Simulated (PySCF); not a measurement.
Zero-point energy (kcal/mol) of eight boron compounds: PBE-D3(BJ) beside PBE0-D3(BJ), computed with PySCF for isolated molecules in the bases named; differences from unrounded values. The eight are the first of their class met in an unordered collection, after screening for sound electronic states; none was chosen by its value. Each level has its own optimised geometry.

```csv
molecule,basis,PBE0-D3(BJ),PBE-D3(BJ),difference
"C3H8BNO, SMILES C1OCB1NC",def2-SVP,73.99,71.27,-2.71
"prop-2-enylboronamidic acid (C3H8BNO), SMILES C=CCB(N)O",def2-SVP,73.55,71.09,-2.45
"2-hydroxyethylboronic acid (C2H7BO3), SMILES C(CO)B(O)O",def2-SVP,66.38,64.05,-2.34
"C2H5BO3, SMILES OB1COCO1",def2-SVP,53.38,51.26,-2.12
"C₃H₆BNO, SMILES C#CB(N)OC",def2-SVP,58.80,56.74,-2.06
"C₃H₄BF₃, SMILES C/C(F)=C\B(F)F",def2-SVP,46.12,44.55,-1.57
"C₂H₇BO, SMILES O(C)BC",def2-SVP,57.82,55.97,-1.85
"C3H6BNO2, SMILES N(/C)=C1/COB1O",def2-SVP,63.02,60.57,-2.44
```

PBE-D3(BJ) lies below PBE0-D3(BJ) in 8 and above it in 0 of the eight; the mean signed difference is -2.19 and the largest -2.71 kcal/mol.
